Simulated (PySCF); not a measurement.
Species: `C[SiH2]C[C@H](CF)[SiH2]F`. The columns A, B, C and D hold Mulliken, IAO, Hirshfeld and ESP-fitted charges (e) of one PBE0/pcSseg-1 density (PySCF), in a shuffled order. Coordinates in Å (GFN2-xTB); the density's dipole moment is (0.44, -1.89, 0.21) D.

```
atom       x       y       z       A       B       C       D
  C1   3.256   0.199  -0.253  -0.214  -0.628  -0.716  -0.692
 Si2   1.552   0.655   0.446  +0.344  +0.643  +0.761  +0.624
  C3   0.264  -0.522  -0.326  -0.161  -0.501  -0.534  -0.333
  C4  -1.141  -0.425   0.278  -0.120  -0.612  -0.406  -0.227
  C5  -2.035  -1.517  -0.300  +0.023  +0.205  +0.046  +0.006
  F6  -2.361  -1.229  -1.608  -0.113  -0.343  -0.333  -0.226
 Si7  -1.976   1.271   0.018  +0.418  +0.958  +1.076  +0.663
  F8  -1.391   2.258   1.154  -0.203  -0.434  -0.543  -0.342
  H9   3.509  -0.839  -0.056  +0.041  +0.135  +0.153  +0.160
 H10   4.030   0.814   0.195  +0.042  +0.140  +0.157  +0.174
 H11   3.301   0.348  -1.328  +0.042  +0.138  +0.155  +0.160
 H12   1.551   0.463   1.904  -0.082  -0.081  -0.130  -0.148
 H13   1.251   2.051   0.112  -0.079  -0.063  -0.121  -0.129
 H14   0.194  -0.349  -1.402  +0.035  +0.151  +0.148  +0.113
 H15   0.620  -1.551  -0.208  +0.038  +0.137  +0.139  +0.117
 H16  -1.068  -0.624   1.353  +0.046  +0.157  +0.151  +0.111
 H17  -1.540  -2.494  -0.314  +0.045  +0.111  +0.137  +0.104
 H18  -2.984  -1.594   0.241  +0.043  +0.111  +0.137  +0.082
 H19  -3.403   1.210   0.305  -0.076  -0.118  -0.140  -0.113
 H20  -1.636   1.885  -1.253  -0.070  -0.105  -0.138  -0.103
```

Q: Which column most likely holds the ESP-fitted charges?

A: D. Σ q r misses the density's dipole by 0.03 D (D), 1.06 D (A), 1.26 D (C), 1.73 D (B). Charges fitted to the outside potential are the only set here that is tied to the molecule's multipoles.

Q: And the Hirshfeld charges?

A: A. The mean sizes are 0.112 e (A), 0.231 e (D), 0.289 e (B), 0.306 e (C), and Hirshfeld charges are commonly the smallest of these schemes.

As computed, A = Hirshfeld, B = Mulliken, C = IAO, D = ESP-fitted. Hydrogens on carbon: Hirshfeld +0.04 to +0.05, Mulliken +0.11 to +0.16, IAO +0.14 to +0.16, ESP-fitted +0.08 to +0.17 e.

The Mulliken scheme gives each basis function's population to the atom it is centred on and halves the overlap population of two atoms between them. The ESP scheme is a least-squares fit of atom-centred charges to the potential on four shells outside the van der Waals surface, with the total charge fixed.

The structure is a single GFN2-xTB conformer in the gas phase; no vibrational or solvent corrections.

Shape of the structure used: `[CH3:1][SiH2:2][CH2:3][C@H:4]([CH2:5][F:6])[SiH2:7][F:8]`: C1–Si2–C3–C4 172°, Si2–C3–C4–C5 -173°, C3–C4–C5–F6 -73°, C3–C4–Si7–F8 -81°.
